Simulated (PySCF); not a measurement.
C3H3, doublet, geometry from GFN2-xTB, with bond 5-1 at 1.6 times its length; SVWN5/3-21G (PySCF).

Here is a job for PySCF.
```python
from pyscf import gto, scf, dft

mol = gto.M(
    atom='''
C     0.01666932   -0.11091760    0.82667082
C     0.00408853   -0.69905031   -0.53382474
C    -0.02162935    0.58225352   -0.59208061
H     0.93754951   -0.07354811    1.39599007
H    -1.42503510   -0.10730770    1.78882506
H    -0.04792456    1.54849588   -1.02860011
''',
    basis='3-21g',
    spin=1,
    verbose=4,
)

mf = dft.UKS(mol)
mf.xc = 'lda,vwn'
mf.diis = False
mf.damp = 0.3
mf.diis_start_cycle = 200
mf.max_cycle = 150
mf.kernel()
```

Problem. Write the output that PySCF gives for this input, abridged.

Solution. 
```
PySCF version 2.14.0

[INPUT] verbose = 4
[INPUT] num. atoms = 6
[INPUT] num. electrons = 21
[INPUT] charge = 0
[INPUT] spin (= nelec alpha-beta = 2S) = 1
[INPUT] symmetry False subgroup None
[INPUT] Mole.unit = angstrom
[INPUT] Symbol           X                Y                Z      unit          X                Y                Z       unit  Magmom
[...]
nuclear repulsion = 55.7691261378219
number of shells = 21
number of NR pGTOs = 54
number of NR cGTOs = 33
basis = 3-21g
ecp = {}

******** <class 'pyscf.dft.uks.UKS'> ********
method = UKS
initial guess = minao
damping factor = 0.3
level_shift factor = 0
DIIS disabled
SCF conv_tol = 1e-09
SCF conv_tol_grad = None
SCF max_cycles = 150
direct_scf = True
direct_scf_tol = 1e-13
number electrons alpha = 11  beta = 10
XC library pyscf.dft.libxc version 7.1.2
    S. Lehtola, C. Steigemann, M. J. T. Oliveira, and M. A. L. Marques,  SoftwareX 7, 1–5 (2018)
XC functionals = lda,vwn
    P. A. M. Dirac,  Math. Proc. Cambridge Philos. Soc. 26, 376 (1930)
    F. Bloch,  Z. Phys. 57, 545 (1929)
    S. H. Vosko, L. Wilk, and M. Nusair,  Can. J. Phys. 58, 1200 (1980)
radial grids:
    Treutler-Ahlrichs [JCP 102, 346 (1995); DOI:10.1063/1.469408] (M4) radial grids

becke partition: Becke, JCP 88, 2547 (1988); DOI:10.1063/1.454033
pruning grids: <function nwchem_prune>
grids dens level: 3
symmetrized grids: False
atomic radii adjust function: <function treutler_atomic_radii_adjust>
small_rho_cutoff = 0
Set gradient conv threshold to 3.16228e-05
tot grids = 71784
init E= -114.320646470824

cycle= 1 E= -114.095216907689  delta_E= 0.225  |g|= 0.13  |ddm|= 1.84
cycle= 2 E= -114.09775207307  delta_E= -0.00254  |g|= 0.126  |ddm|= 0.369
cycle= 3 E= -114.091864001535  delta_E= 0.00589  |g|= 0.161  |ddm|= 0.427
cycle= 4 E= -114.075210639502  delta_E= 0.0167  |g|= 0.233  |ddm|= 0.499
cycle= 5 E= -114.002699504006  delta_E= 0.0725  |g|= 0.439  |ddm|= 0.699
cycle= 6 E= -113.85975829086  delta_E= 0.143  |g|= 0.641  |ddm|= 1.09
cycle= 7 E= -113.40280852504  delta_E= 0.457  |g|= 1.11  |ddm|= 1.62
cycle= 8 E= -112.290087201353  delta_E= 1.11  |g|= 1.41  |ddm|= 3.02
cycle= 9 E= -111.527297234384  delta_E= 0.763  |g|= 2.04  |ddm|= 3.66
cycle= 10 E= -111.410658477769  delta_E= 0.117  |g|= 1.66  |ddm|= 3.79
cycle= 11 E= -111.289656385204  delta_E= 0.121  |g|= 2.13  |ddm|= 3.89
cycle= 12 E= -111.14296551012  delta_E= 0.147  |g|= 1.81  |ddm|=  4.4
cycle= 13 E= -111.052800408171  delta_E= 0.0902  |g|= 2.17  |ddm|= 4.42
cycle= 14 E= -110.481325460056  delta_E= 0.571  |g|= 2.09  |ddm|=  5.1
cycle= 15 E= -110.620814115439  delta_E= -0.139  |g|= 2.24  |ddm|= 5.23
cycle= 16 E= -110.179084614843  delta_E= 0.442  |g|= 2.22  |ddm|= 5.12
cycle= 17 E= -110.499611871112  delta_E= -0.321  |g|= 2.26  |ddm|= 5.15
cycle= 18 E= -110.14228239988  delta_E= 0.357  |g|= 2.23  |ddm|= 5.14
cycle= 19 E= -110.488408279491  delta_E= -0.346  |g|= 2.26  |ddm|= 5.14
cycle= 20 E= -110.140685444814  delta_E= 0.348  |g|= 2.23  |ddm|= 5.14
cycle= 21 E= -110.488284145549  delta_E= -0.348  |g|= 2.26  |ddm|= 5.14
cycle= 22 E= -110.140889431179  delta_E= 0.347  |g|= 2.23  |ddm|= 5.14
cycle= 23 E= -110.488403807687  delta_E= -0.348  |g|= 2.26  |ddm|= 5.14
cycle= 24 E= -110.140935474185  delta_E= 0.347  |g|= 2.23  |ddm|= 5.14
cycle= 25 E= -110.488423564435  delta_E= -0.347  |g|= 2.26  |ddm|= 5.14
cycle= 26 E= -110.140938538995  delta_E= 0.347  |g|= 2.23  |ddm|= 5.14
cycle= 27 E= -110.488425073965  delta_E= -0.347  |g|= 2.26  |ddm|= 5.14
cycle= 28 E= -110.14093803007  delta_E= 0.347  |g|= 2.23  |ddm|= 5.14
cycle= 29 E= -110.488425065195  delta_E= -0.347  |g|= 2.26  |ddm|= 5.14
cycle= 30 E= -110.140937806  delta_E= 0.347  |g|= 2.23  |ddm|= 5.14
cycle= 31 E= -110.488425052807  delta_E= -0.347  |g|= 2.26  |ddm|= 5.14
cycle= 32 E= -110.140937749284  delta_E= 0.347  |g|= 2.23  |ddm|= 5.14
cycle= 33 E= -110.48842505472  delta_E= -0.347  |g|= 2.26  |ddm|= 5.14
cycle= 34 E= -110.140937735517  delta_E= 0.347  |g|= 2.23  |ddm|= 5.14
[...]
cycle= 98 E= -110.140937730452  delta_E= 0.347  |g|= 2.23  |ddm|= 5.14
cycle= 99 E= -110.488425057544  delta_E= -0.347  |g|= 2.26  |ddm|= 5.14
cycle= 100 E= -110.140937730452  delta_E= 0.347  |g|= 2.23  |ddm|= 5.14
cycle= 101 E= -110.488425057544  delta_E= -0.347  |g|= 2.26  |ddm|= 5.14
cycle= 102 E= -110.140937730452  delta_E= 0.347  |g|= 2.23  |ddm|= 5.14
cycle= 103 E= -110.488425057544  delta_E= -0.347  |g|= 2.26  |ddm|= 5.14
cycle= 104 E= -110.140937730452  delta_E= 0.347  |g|= 2.23  |ddm|= 5.14
cycle= 105 E= -110.488425057544  delta_E= -0.347  |g|= 2.26  |ddm|= 5.14
cycle= 106 E= -110.140937730452  delta_E= 0.347  |g|= 2.23  |ddm|= 5.14
cycle= 107 E= -110.488425057544  delta_E= -0.347  |g|= 2.26  |ddm|= 5.14
cycle= 108 E= -110.140937730452  delta_E= 0.347  |g|= 2.23  |ddm|= 5.14
cycle= 109 E= -110.488425057544  delta_E= -0.347  |g|= 2.26  |ddm|= 5.14
cycle= 110 E= -110.140937730452  delta_E= 0.347  |g|= 2.23  |ddm|= 5.14
cycle= 111 E= -110.488425057544  delta_E= -0.347  |g|= 2.26  |ddm|= 5.14
cycle= 112 E= -110.140937730452  delta_E= 0.347  |g|= 2.23  |ddm|= 5.14
cycle= 113 E= -110.488425057544  delta_E= -0.347  |g|= 2.26  |ddm|= 5.14
cycle= 114 E= -110.140937730452  delta_E= 0.347  |g|= 2.23  |ddm|= 5.14
cycle= 115 E= -110.488425057544  delta_E= -0.347  |g|= 2.26  |ddm|= 5.14
cycle= 116 E= -110.140937730452  delta_E= 0.347  |g|= 2.23  |ddm|= 5.14
cycle= 117 E= -110.488425057544  delta_E= -0.347  |g|= 2.26  |ddm|= 5.14
cycle= 118 E= -110.140937730452  delta_E= 0.347  |g|= 2.23  |ddm|= 5.14
cycle= 119 E= -110.488425057544  delta_E= -0.347  |g|= 2.26  |ddm|= 5.14
cycle= 120 E= -110.140937730452  delta_E= 0.347  |g|= 2.23  |ddm|= 5.14
cycle= 121 E= -110.488425057543  delta_E= -0.347  |g|= 2.26  |ddm|= 5.14
cycle= 122 E= -110.140937730452  delta_E= 0.347  |g|= 2.23  |ddm|= 5.14
cycle= 123 E= -110.488425057544  delta_E= -0.347  |g|= 2.26  |ddm|= 5.14
cycle= 124 E= -110.140937730452  delta_E= 0.347  |g|= 2.23  |ddm|= 5.14
cycle= 125 E= -110.488425057544  delta_E= -0.347  |g|= 2.26  |ddm|= 5.14
cycle= 126 E= -110.140937730452  delta_E= 0.347  |g|= 2.23  |ddm|= 5.14
cycle= 127 E= -110.488425057544  delta_E= -0.347  |g|= 2.26  |ddm|= 5.14
cycle= 128 E= -110.140937730451  delta_E= 0.347  |g|= 2.23  |ddm|= 5.14
cycle= 129 E= -110.488425057544  delta_E= -0.347  |g|= 2.26  |ddm|= 5.14
cycle= 130 E= -110.140937730452  delta_E= 0.347  |g|= 2.23  |ddm|= 5.14
cycle= 131 E= -110.488425057544  delta_E= -0.347  |g|= 2.26  |ddm|= 5.14
cycle= 132 E= -110.140937730452  delta_E= 0.347  |g|= 2.23  |ddm|= 5.14
cycle= 133 E= -110.488425057544  delta_E= -0.347  |g|= 2.26  |ddm|= 5.14
cycle= 134 E= -110.140937730452  delta_E= 0.347  |g|= 2.23  |ddm|= 5.14
cycle= 135 E= -110.488425057543  delta_E= -0.347  |g|= 2.26  |ddm|= 5.14
cycle= 136 E= -110.140937730452  delta_E= 0.347  |g|= 2.23  |ddm|= 5.14
cycle= 137 E= -110.488425057544  delta_E= -0.347  |g|= 2.26  |ddm|= 5.14
cycle= 138 E= -110.140937730452  delta_E= 0.347  |g|= 2.23  |ddm|= 5.14
cycle= 139 E= -110.488425057544  delta_E= -0.347  |g|= 2.26  |ddm|= 5.14
cycle= 140 E= -110.140937730451  delta_E= 0.347  |g|= 2.23  |ddm|= 5.14
cycle= 141 E= -110.488425057544  delta_E= -0.347  |g|= 2.26  |ddm|= 5.14
cycle= 142 E= -110.140937730452  delta_E= 0.347  |g|= 2.23  |ddm|= 5.14
cycle= 143 E= -110.488425057544  delta_E= -0.347  |g|= 2.26  |ddm|= 5.14
cycle= 144 E= -110.140937730451  delta_E= 0.347  |g|= 2.23  |ddm|= 5.14
cycle= 145 E= -110.488425057544  delta_E= -0.347  |g|= 2.26  |ddm|= 5.14
cycle= 146 E= -110.140937730452  delta_E= 0.347  |g|= 2.23  |ddm|= 5.14
cycle= 147 E= -110.488425057543  delta_E= -0.347  |g|= 2.26  |ddm|= 5.14
cycle= 148 E= -110.140937730452  delta_E= 0.347  |g|= 2.23  |ddm|= 5.14
cycle= 149 E= -110.488425057544  delta_E= -0.347  |g|= 2.26  |ddm|= 5.14
cycle= 150 E= -110.140937730452  delta_E= 0.347  |g|= 2.23  |ddm|= 5.14
SCF not converged.
SCF energy = -110.140937730452 after 150 cycles  <S^2> = 0.75093015  2S+1 = 2.0009299
```

Convergence was not reached.
